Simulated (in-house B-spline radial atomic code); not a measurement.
Successive ionisation energies of vanadium; each step leads to the configuration of the next row (after the last: [Ne] 3s2 3p6). NIST's values go from ground level to ground level; the uncertainty of those that are theory runs from under 0.1 % in few-electron ions to several per cent in heavy many-electron ones. Computed with a B-spline radial code for spherical atoms: non-relativistic Hartree-Fock, average of the configuration, point nuclei.

Some pairs differ by more than the removed electron.

| ion | configuration | ionisation energy (eV) | tabulated value (eV) | tabulated kind | computed minus tabulated (eV) | highest orbital | largest mean radius (bohr) |
| --- | --- | --- | --- | --- | --- | --- | --- |
| V | [Ar] 3d3 4s2 | 6.60 | 6.746187 | measured | -0.14 | 4s | 3.6068 |
| V+ | [Ar] 3d4 | 12.67 | 14.634 | measured | -1.96 | 3d | 1.4884 |
| V2+ | [Ar] 3d3 | ? | ? | measured | ? | ? | ? |
| V3+ | [Ar] 3d2 | ? | ? | measured | ? | ? | ? |
| V4+ | [Ar] 3d1 | 64.47 | 65.28165 | measured | -0.81 | 3d | 1.0714 |

Q: Fill in the row of V2+.

A: ionisation energy (eV): 27.34; tabulated value (eV): 29.3111; computed minus tabulated (eV): -1.97; highest orbital: 3d; largest mean radius (bohr): 1.2906.

Q: Fill in the row of V3+.

A: ionisation energy (eV): 44.75; tabulated value (eV): 46.709; computed minus tabulated (eV): -1.95; highest orbital: 3d; largest mean radius (bohr): 1.1635.

Q: Where is the largest jump?

A: From V+ to V2+, by a factor of 2.16 (12.673 to 27.345 eV); the highest orbital goes from 3d to 3d.

Q: How far is this level of theory from the measured and semi-empirical values?

A: Over those 5 rows the differences run from -1.97 to -0.142 eV (mean absolute value 1.4 eV). The calculation leaves out relativity, correlation and, in open shells, the multiplet splittings that an average leaves out.
